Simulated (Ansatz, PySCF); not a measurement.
Scan of AlF2, doublet: symmetric bend, bond length relaxed. Scanned: F-Al-F angle. Other coordinates (Al-F bond length) were minimised at B3LYP/def2-TZVP.

- UKS-PBE/cc-pVTZ = unrestricted PBE/cc-pVTZ in Ansatz (an electronic-structure program)
- B3LYP = unrestricted B3LYP/cc-pVTZ (PySCF)
- CCSD(T) on UHF/cc-pVTZ, 7 core orbitals frozen (PySCF)

Energies relative to the lowest point of each profile, in kcal/mol; the last columns give the difference from CCSD(T):

```csv
a / °,UKS-PBE/cc-pVTZ,B3LYP,CCSD(T),UKS-PBE/cc-pVTZ − CCSD(T),B3LYP − CCSD(T)
180,11.80,13.73,17.15,-5.35,-3.42
170,10.90,12.67,15.68,-4.78,-3.01
160,8.57,9.94,12.05,-3.48,-2.11
150,5.57,6.49,7.73,-2.16,-1.24
140,2.74,3.26,3.87,-1.13,-0.61
130,0.72,0.93,1.13,-0.41,-0.20
120,0.00,0.00,0.00,0.00,0.00
110,1.06,1.01,0.99,0.07,0.02
100,4.67,4.75,4.88,-0.21,-0.13
90,11.85,12.30,12.79,-0.94,-0.49
80,24.46,25.65,26.79,-2.33,-1.15
```

UKS-PBE/cc-pVTZ is furthest from CCSD(T) at 180 (-5.35 kcal/mol, below); its mean absolute difference over the points is 1.90 kcal/mol.

B3LYP is furthest from CCSD(T) at 180 (-3.42 kcal/mol, below); its mean absolute difference over the points is 1.13 kcal/mol.
